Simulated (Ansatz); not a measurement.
A trace of molecular dynamics of Cl₂H₂HfO₂ (7 atoms, charge 0, multiplicity 1).

Method: RKS PBE/def2-SVP in Ansatz 0.2.0.

- ensemble: NVT, Langevin thermostat
- set temperature: 1500 K
- friction: 0.005 /fs
- seed: 25107

```json
{"time (fs)": "0", "T (K)": "1286", "potential energy less start (eV)": "0.000"}
{"time (fs)": "8", "T (K)": "14922", "potential energy less start (eV)": "7.353"}
{"time (fs)": "16", "T (K)": "45555", "potential energy less start (eV)": "16.606"}
{"time (fs)": "24", "T (K)": "43824", "potential energy less start (eV)": "13.596"}
{"time (fs)": "32", "T (K)": "39389", "potential energy less start (eV)": "14.907"}
{"time (fs)": "40", "T (K)": "34614", "potential energy less start (eV)": "15.804"}
{"time (fs)": "48", "T (K)": "31844", "potential energy less start (eV)": "15.817"}
{"time (fs)": "56", "T (K)": "28706", "potential energy less start (eV)": "16.045"}
{"time (fs)": "64", "T (K)": "26889", "potential energy less start (eV)": "16.072"}
{"time (fs)": "72", "T (K)": "24594", "potential energy less start (eV)": "16.096"}
{"time (fs)": "80", "T (K)": "23638", "potential energy less start (eV)": "15.903"}
{"time (fs)": "88", "T (K)": "22933", "potential energy less start (eV)": "14.986"}
{"time (fs)": "96", "T (K)": "21900", "potential energy less start (eV)": "13.877"}
{"time (fs)": "104", "T (K)": "20003", "potential energy less start (eV)": "14.360"}
{"time (fs)": "112", "T (K)": "18098", "potential energy less start (eV)": "14.585"}
{"time (fs)": "120", "T (K)": "17936", "potential energy less start (eV)": "13.833"}
{"time (fs)": "128", "T (K)": "15041", "potential energy less start (eV)": "14.477"}
{"time (fs)": "136", "T (K)": "16258", "potential energy less start (eV)": "13.314"}
{"time (fs)": "144", "T (K)": "15445", "potential energy less start (eV)": "13.501"}
{"time (fs)": "152", "T (K)": "16641", "potential energy less start (eV)": "11.690"}
{"time (fs)": "160", "T (K)": "16097", "potential energy less start (eV)": "10.693"}
```

Problem. Can this run be trusted? Judge the integration.

Solution. The temperature shot up to 50000 K, far beyond the bath's, so the integration failed: the time step of 4 fs is too long for the fastest motions that this run met, and the later frames carry no physical meaning.

Time of the run: 4.5 min on 2 threads of Arm Neoverse V2, on a shared host, peak memory 0.21 GiB.
